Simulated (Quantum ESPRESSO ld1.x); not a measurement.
The mean radii <r> (bohr) of the occupied orbitals of an atom or ion are listed with their occupations. Calculated with ld1.x of Quantum ESPRESSO 7.5: scalar-relativistic Kohn-Sham, PW91, spin-unpolarised, spherical densities, point nucleus.

| orbital | occ. | <r> |
|---|---|---|
| 1s | 2 | 0.05617 |
| 2s | 2 | 0.2522 |
| 2p | 6 | 0.2213 |
| 3s | 2 | 0.6477 |

Name the element and its charge.

Answer. Z = 27, cobalt, charge +15: Co15+ in [Ne] 3s2. The 1s radius gives Z: for a bare nucleus <r> = (2 gamma + 1)/(2Z) with gamma = sqrt(1 - (Z/c)^2), 0.05483 bohr for Z = 27, and screening makes it slightly larger (0.05617 here). The occupations add up to 12, and the charge is Z minus that.
